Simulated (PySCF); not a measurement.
Electron correlation in Si (silicon, neutral)

[Ne] 3s1 3p3, high-spin 5S determinant (an excited configuration). All numbers are calculated (PySCF 2.14, the spin-free X2C one-electron Hamiltonian (Gaussian nucleus), in x2c-TZVPPall with one added diffuse shell each of s, p, d type (6s6p4d1f, 51 functions)). Frozen: 1s2; 12 electrons correlated.

```
  level  correlation energy (mhartree)
   CCSD                        -179.94
    (T)                          -1.65
CCSD(T)                        -181.59
```

Diagnostics: T1 = 0.0028, D1 = 0.0074, largest double amplitude 0.042.

Cost of the coupled-cluster step: about 4 core-seconds, for 12 correlated electrons.

This basis was not built for core-valence correlation, so the inner-shell part is incomplete.
